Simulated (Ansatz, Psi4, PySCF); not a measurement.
Molecule: C4H9O, net charge 0, doublet state. SMILES: CC(C)[CH]O
Coordinates optimised at B3LYP-D3(BJ)/def2-TZVP (Ansatz, an electronic-structure program):
```
C
H 1 1.0971
C 1 1.4877 2 107.30
O 3 1.3736 1 114.93 2 -51.81
H 4 0.9626 3 109.71 1 -174.40
H 3 1.0874 4 116.76 5 -24.82
C 1 1.5293 2 108.58 3 119.33
H 7 1.0909 1 111.35 2 -58.89
H 7 1.0912 8 108.31 1 -121.99
H 7 1.0935 8 107.99 9 -116.23
C 1 1.5412 2 107.31 3 -120.47
H 11 1.0900 1 110.79 2 62.25
H 11 1.0927 12 108.40 1 121.67
H 11 1.0930 12 108.24 13 116.99
```
Charge 0, spin multiplicity 2.

Wanted: atomisation energy, in kcal/mol. Set-up: valence correlation only; open shells spin-unrestricted; no dispersion term unless named; LANL2DZ all-electron up to Ne; spin-orbit terms left out; non-relativistic; six Cartesian d functions in 6-31G* and its kin unless marked 5d; atomisation electronic, to ground-state atoms. CBS marks a two-point X^-3 extrapolation of the correlation energy; Hartree-Fock from the larger set. Ab initio and DFT rows: single points at B3LYP-D3(BJ) geometries (Ansatz).

Coupled cluster (Ansatz) is a level with limits of its own, used here on species with T1 under 0.025 (0.045 for open shells) and stable references: CCSD(T)/CBS(cc-pVTZ,cc-pVQZ).

Value to compare with, CCSD(T)/CBS(cc-pVTZ,cc-pVQZ) (Ansatz): 1296.2 kcal/mol.

```tsv
level	program	atomisation energy (kcal/mol)	difference
HF/3-21G	Ansatz	914.1	-382.1
HF/LANL2DZ	Ansatz	904.2	-392.0
PBE/6-31G*	Ansatz	1323.2	27.0
BP86/6-31G* (5d)	PySCF	1334.8	38.6
B3LYP/STO-3G	Ansatz	1509.4	213.2
B3LYP/3-21G	Ansatz	1268.4	-27.8
B3LYP/6-31G*	Ansatz	1289.4	-6.8
wB97X-D/6-31G*	Psi4	1297.8	1.6
MP2/3-21G	Ansatz	1114.8	-181.4
MP2/6-31G*	Ansatz	1196.1	-100.1
r2SCAN-D4/def2-TZVPD	Ansatz + dftd4	1302.9	6.7
wB97M-V/def2-TZVPD	Ansatz	1299.0	2.8
```

Among the 10 habitual levels, HF/LANL2DZ lies farthest from CCSD(T)/CBS(cc-pVTZ,cc-pVQZ) (Ansatz) (-392.0 kcal/mol) and wB97X-D/6-31G* nearest (1.6); 4 of 10 lie above it, and their mean absolute difference is 137.1 kcal/mol, the median 69.3. One case shows no general order.

The levels are drawn from those run, B3LYP/6-31G* more often than the rest, none by its result; runs whose electronic state is in doubt are left out.
